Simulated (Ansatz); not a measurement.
Total energies of C5H2AlClF6O3 (`[OH][Al-]1([Cl])[O]C(C(F)(F)F)=CC(C(F)(F)F)=[O+]1`).

Z-matrix (Å, degrees):
```
Al
Cl 1 2.091
O 1 1.834 2 108.0
O 1 1.834 2 108.0 3 -99.9
O 1 1.681 2 118.5 3 130.0
C 3 1.260 1 126.6 2 -100.4
C 4 1.260 1 126.6 2 100.4
H 5 0.953 1 127.3 2 179.9
C 6 1.535 3 113.7 1 175.6
C 6 1.388 3 126.4 1 -5.7
C 7 1.535 4 113.7 1 -175.6
F 9 1.326 6 110.0 3 -57.2
F 9 1.331 6 111.8 3 -177.7
F 9 1.330 6 109.5 3 62.2
H 10 1.077 6 120.2 3 179.9
F 11 1.326 7 109.9 4 57.3
F 11 1.330 7 109.5 4 -62.1
F 11 1.331 7 111.8 4 177.8
```

Total charge 0; spin multiplicity 1. The structure was optimised at the PBE0-D4/def2-TZVP level. It is one conformer, not always the lowest. Basis def2-TZVPP, the Gaussian-basis code of Ansatz.

RPA on PBE orbitals: Hartree–Fock energy of these orbitals -1713.64703 Eh, correlation -4.82557 Eh (frozen core).

```csv
functional,energy without D4 (Eh),D4 term (kJ/mol)
r2SCAN0,-1719.15100,-19.6
LC-ωPBE,-1718.99393,–
```

Give the same for LDA (SPW92), PBE, revPBE, BLYP, r2SCAN, B97M-V, PBE0, B3LYP, r2SCANh, HSE06 (plane-wave form), BHLYP, CAM-B3LYP, ωB97X-V, ωB97M-V, B2PLYP, PBE-QIDH. (Best estimate.)

Computed: 
```tsv
functional	energy without D4 (Eh)	D4 term (kJ/mol)
LDA (SPW92)	-1710.20490	–
PBE	-1718.45337	-60.0
revPBE	-1719.31156	-177.4
BLYP	-1719.65782	-128.5
r2SCAN	-1719.30482	-16.9
B97M-V	-1719.35711	–
PBE0	-1718.50973	-51.7
B3LYP	-1719.82198	-95.0
r2SCANh	-1719.24160	-17.9
HSE06 (plane-wave form)	-1718.45367	-48.4
BHLYP	-1719.36127	-71.6
CAM-B3LYP	-1719.52888	-52.8
ωB97X-V	-1719.36819	–
ωB97M-V	-1719.52737	–
B2PLYP	-1718.94481	–
PBE-QIDH	-1718.20765	–
```

B3LYP takes the VWN-RPA correlation (the form of Gaussian; ORCA's B3LYP/G). HSE06 is the plane-wave form, built on full-range PBE exchange. The double hybrids freeze the cores in their second-order part.

LC-ωPBE has ω = 0.4 bohr⁻¹.
